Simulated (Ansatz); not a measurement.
System: H$_{4}$BGeO, charge 0, doublet. H4BGeO (SMILES [BH]([O])[GeH3], doublet).
B3LYP-D3(BJ)/def2-TZVP minimum from Ansatz (a quantum-chemistry and plane-wave program):
```
Ge
H 1 1.5309
H 1 1.5394 2 111.43
H 1 1.5394 2 111.43 3 -123.82
B 1 2.2071 2 110.56 3 118.09
O 5 1.2490 1 109.14 2 0.00
H 5 1.1979 6 137.91 1 -180.00
```
Charge 0, spin multiplicity 2.

Atomisation energy term by term, kcal/mol (programs: Ansatz). UHF or UKS for unpaired electrons; spin-orbit terms are left out. Correlated methods leave the cores frozen (noble-gas shells, and filled d and f shells in the p block). No relativity. CBS(X,Y): correlation extrapolated as X^-3, Hartree-Fock from the larger set. A bracket is a step between two methods taken in the basis named. Where a partner has so few electrons that a lower coupled-cluster level is exact, that level stands in. The UHF reference of H4BGeO ([O][BH][GeH3], doublet) is spin-contaminated (<S^2> up to 0.04 over the pure value in the sets run).

```json
[
 {"term": "Hartree-Fock", "basis": "cc-pVQZ", "kcal/mol": "376.88"},
 {"term": "CCSD correlation", "basis": "CBS(cc-pVTZ,cc-pVQZ)", "kcal/mol": "130.01"},
 {"term": "(T)", "basis": "CBS(cc-pVTZ,cc-pVQZ)", "kcal/mol": "8.90"},
 {"term": "CCSDT(Q) - CCSD(T)", "basis": "cc-pVDZ", "kcal/mol": "1.42"},
 {"term": "sum: De", "basis": "", "kcal/mol": "517.2"}
]
```
